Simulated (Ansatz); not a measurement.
Relaxation of ClH$_{8}$NSi$_{2}$ (12 atoms, charge 0, multiplicity 1), to a largest force component of 0.03 eV/Å in at most 50 steps.

These are results of RKS PBE0-D4/6-31G (Ansatz 0.2.0), not measurements.

```xyz
12
Properties=species:S:1:pos:R:3
Si -0.984 0.269 0.081
Cl 0.796 -2.514 -0.894
H -1.732 -1.029 0.002
H -1.970 1.307 0.571
Si 0.801 0.221 1.629
H 0.558 -1.456 -1.663
N -0.386 0.644 -1.585
H 0.581 -0.871 2.639
H 2.127 0.014 0.956
H 0.844 1.535 2.365
H -1.027 0.612 -2.365
H 0.391 1.269 -1.737
```

Task: Where does it end, and by what steps?

Result: The run converged. The force dipped under the threshold on the way, but the program's further checks kept it going. Limits of this set-up: no polarisation functions. After 16 steps the energy has fallen by 0.786 eV; H6 moved furthest, 0.75 Å. Parted: Cl2–H6. Joined: H6–N7.

| step | energy less start (eV) | largest force component (eV/Å) | accepted |
| --- | --- | --- | --- |
| 0 | 0.0000 | 0.531 | yes |
| 1 | -0.1475 | 0.571 | yes |
| 2 | -0.3220 | 0.454 | yes |
| 3 | -0.4941 | 0.844 | yes |
| 4 | -0.6281 | 0.712 | yes |
| 5 | -0.6298 | 1.292 | yes |
| 6 | -0.6921 | 0.462 | yes |
| 7 | -0.6951 | 0.878 | yes |
| 8 | -0.7334 | 0.240 | yes |
| 9 | -0.7557 | 0.201 | yes |
| 10 | -0.7701 | 0.176 | yes |
| 11 | -0.7760 | 0.203 | yes |
| 12 | -0.7837 | 0.027 | yes |
| 13 | -0.7850 | 0.087 | yes |
| 14 | -0.7862 | 0.062 | yes |
| 15 | -0.7857 | 0.112 | no |
| 16 | -0.7865 | 0.019 | yes |

```xyz
12
Properties=species:S:1:pos:R:3
Si -0.986 0.341 0.176
Cl 1.025 -2.254 -0.817
H -2.047 -0.710 0.229
H -1.635 1.701 0.158
Si 0.837 0.123 1.652
H 0.276 -0.772 -1.511
N -0.313 0.177 -1.599
H 0.871 -1.237 2.258
H 2.087 0.478 0.907
H 0.618 1.162 2.727
H -1.039 0.055 -2.304
H 0.308 0.936 -1.876
```

Whether the end is a true minimum wasn't checked by a vibrational analysis.

Run time: 2.8 min on 1 CPU thread of a shared host.
